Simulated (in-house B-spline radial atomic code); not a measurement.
# Excitations of Ga³⁺ by several methods

Full response, energies in eV; labels give the largest channel, * marks a mixed state, a dash one above the method's threshold, and an imaginary frequency an unstable closed-shell reference. Computed with a B-spline radial code for spherical atoms: linear response of the closed shell [Ar] 3d10 with each method's own kernel (bare exchange for TDHF, static screening on G0W0 levels for BSE, the adiabatic kernel for functionals); scalar-relativistic (spin-free one-electron X2C), finite nucleus, no spin-orbit coupling, no double excitations, S, P, D and F terms only. Only terms of natural parity with L up to 3 were computed.

```csv
method,3d → 4s 3D,3d → 4s 1D,3d → 4p 3P,α (bohr³)
TDHF,?,?,?,?
BSE on G0W0@HF,18.689,19.414,28.071,1.24
LDA VWN5,15.787,16.357,25.127,1.491
PBE,15.472,16.113,24.692,1.495
PBE0,16.825,17.490,26.092,1.41
B3LYP (VWN-RPA),16.196,16.890,25.454,1.439
CAM-B3LYP,16.130,16.818,25.335,1.442
LC-wPBE,15.846,16.487,25.017,1.47
wB97X,17.185,17.581,26.483,1.444
HSE06,16.761,17.428,26.052,1.415
BHandHLYP,?,?,?,?
BLYP,15.042,15.747,24.231,1.513
PBEsol,15.690,16.324,24.905,1.49
BP86,15.805,16.410,25.140,1.495
LDA exchange-only,15.001,15.735,24.064,1.537
B97-1,16.855,17.307,26.243,1.422
RPBE,15.397,16.031,24.553,1.494
OLYP,15.589,16.265,24.567,1.454
```

**Question.** What does BHandHLYP give?

**Answer.** 3d → 4s 3D: 17.580; 3d → 4s 1D: 18.329; 3d → 4p 3P: 26.837; α: 1.352 (eV, bohr³).

**Question.** What does TDHF give?

**Answer.** 3d → 4s 3D: 20.007; 3d → 4s 1D: 20.844; 3d → 4p 3P: 29.204; α: 1.24 (eV, bohr³).
